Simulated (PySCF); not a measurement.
## SMILES [SiH3]/C1=C/CC/C=C\CC1, C8H14Si

Geometry (Å), atoms numbered from 1 in this order:
```xyz
23

Si    2.744   -0.690    0.875
C     1.077   -0.529    0.035
C     0.159   -1.489    0.257
C    -1.249   -1.643   -0.239
C    -1.963   -0.416   -0.811
C    -2.080    0.722    0.166
C    -1.169    1.654    0.473
C     0.217    1.866   -0.058
C     0.883    0.712   -0.812
H     3.845   -0.758   -0.139
H     2.787   -1.916    1.730
H     3.027    0.509    1.729
H     0.467   -2.324    0.902
H    -1.259   -2.454   -0.992
H    -1.846   -2.039    0.602
H    -1.481   -0.093   -1.743
H    -2.977   -0.731   -1.103
H    -3.027    0.771    0.716
H    -1.469    2.392    1.227
H     0.861    2.143    0.796
H     0.213    2.763   -0.706
H     1.870    1.071   -1.152
H     0.335    0.482   -1.734
```

Method used: TDDFT CAM-B3LYP/def2-SVPD circular dichroism and optical rotation, one conformer, IEF-PCM chloroform (non-equilibrium linear response, no local-field factor) in PySCF. Geometry: PBE0-D3(BJ)/def2-SVP.

No stereocentre is labelled: unless the shape is locked (an allene, a helicene, a hindered biaryl), the mirror image is equally populated and a measured rotation or CD is zero.

Task: Which excitations and rotatory strengths does the calculation give?

Result: Rotatory strengths R in 10⁻⁴⁰ esu² cm², velocity form and length form (origin at the centre of mass); f in length form.
```tsv
state	E (eV)	λ (nm)	f	R (velocity)	R (length)	main
1	6.41	193	0.151	-32.8	-35.4	HOMO−1→LUMO 0.66, HOMO→LUMO+2 0.09
2	6.53	190	0.045	-33.6	-33.3	HOMO→LUMO 0.67, HOMO−2→LUMO 0.18
3	6.68	186	0.013	+14.5	+13.6	HOMO→LUMO+1 0.54, HOMO−1→LUMO+1 0.15
4	6.73	184	0.025	+46.7	+43.4	HOMO−2→LUMO 0.39, HOMO→LUMO 0.14
5	6.78	183	0.018	+24.0	+30.4	HOMO−1→LUMO+1 0.34, HOMO−2→LUMO 0.23
6	6.93	179	0.445	+56.8	+57.5	HOMO→LUMO+2 0.70, HOMO−1→LUMO 0.10
7	7.10	175	0.265	+29.8	+31.8	HOMO−1→LUMO+2 0.83
8	7.48	166	0.005	-7.9	-7.3	HOMO−1→LUMO+3 0.33, HOMO→LUMO+3 0.20
9	7.58	163	0.024	-26.7	-26.0	HOMO→LUMO+6 0.27, HOMO→LUMO+5 0.17
10	7.66	162	0.023	+4.3	+3.5	HOMO−1→LUMO+5 0.34, HOMO→LUMO+5 0.21
11	7.71	161	0.052	+31.0	+30.3	HOMO→LUMO+6 0.44, HOMO→LUMO+4 0.17
12	7.79	159	0.008	+38.8	+39.9	HOMO−3→LUMO+2 0.42, HOMO−2→LUMO+2 0.15
```

Among the states computed, the strongest CD band (largest |R|) is state 6. The largest dissymmetry factor in size, g = 4R/(D+G), with D and G the electric and magnetic dipole strengths, is +0.057 for state 12 (velocity form, f = 0.008), among bands with |R| over 0.5. The mirror image has the same energies and oscillator strengths and all R with the opposite sign.
